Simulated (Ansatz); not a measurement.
Consider the formal hydrolysis of a C–C bond: `CCC[SiH2]Cl` + H₂O → `OC[SiH2]Cl` + `CC`.

Computed with Ansatz on PBE0-D4/def2-TZVP structures; ΔE is electronic, products minus reactants. CBS: MP2 limit from def2 TZ/QZ plus the TZ coupled-cluster correction, frozen cores. This one scheme is used for every species. One conformer a species, not always the lowest.

`CCC[SiH2]Cl`:

```xyz
14

C     1.193   -0.365    1.667
C    -0.009    0.041    0.830
C     0.257   -0.054   -0.670
Si   -1.180    0.444   -1.745
Cl   -2.792   -0.789   -1.370
H     1.486   -1.397    1.455
H     0.978   -0.291    2.736
H     2.055    0.274    1.454
H    -0.303    1.066    1.085
H    -0.865   -0.590    1.087
H     1.103    0.589   -0.949
H     0.551   -1.074   -0.942
H    -1.619    1.831   -1.453
H    -0.853    0.315   -3.187
```

H₂O:

```xyz
3

O    -0.331    0.092    0.182
H     0.327    0.694   -0.173
H     0.004   -0.786   -0.009
```

`OC[SiH2]Cl`:

Z-matrix (Å, degrees):
```
C
Si 1 1.882
O 1 1.416 2 112.1
H 1 1.100 2 110.1 3 -125.4
H 1 1.095 2 109.0 3 118.1
Cl 2 2.067 1 106.0 3 53.7
H 2 1.484 1 112.1 3 171.6
H 2 1.481 1 112.1 3 -63.0
H 3 0.962 1 108.3 2 -54.5
```

`CC`:

Z-matrix (Å, degrees):
```
C
C 1 1.519
H 1 1.093 2 111.4
H 1 1.093 2 111.4 3 120.0
H 1 1.093 2 111.4 3 -120.0
H 2 1.093 1 111.4 3 180.0
H 2 1.093 1 111.4 3 -60.0
H 2 1.093 1 111.4 3 60.0
```

| species | MP2/def2-QZVPP energy (Eh) |
| --- | --- |
| `CCC[SiH2]Cl` | -868.34226 |
| H₂O | -76.34932 |
| `OC[SiH2]Cl` | -865.00374 |
| `CC` | -79.65753 |

(1) Work out ΔE.

Largest T1 diagnostic among the species: 0.010.

Results:

(1) ΔE = (-865.00374) + (-79.65753) − (-868.34226) − (-76.34932) = 0.03031 Eh = +19.0 kcal/mol. CCSD(T)/CBS gives +17.5 kcal/mol.

The D4 term adds +1.9 kcal/mol with B3LYP and +1.1 kcal/mol with PBE0; it sums over pairs of atoms, weighted by their polarisabilities, and B3LYP, whose exchange is more repulsive, gets the larger term. In def2-TZVPP, CCSD(T) changes the Hartree–Fock value by +3.5 kcal/mol (the triples alone add +0.3 kcal/mol) and MP2 by +5.4 kcal/mol. From PBE to PBE0 (25 % exact exchange), in def2-TZVPP and without D4, ΔE moves by +1.4 kcal/mol.

B3LYP here is the variant with VWN-RPA as its local correlation; programs differ in this.
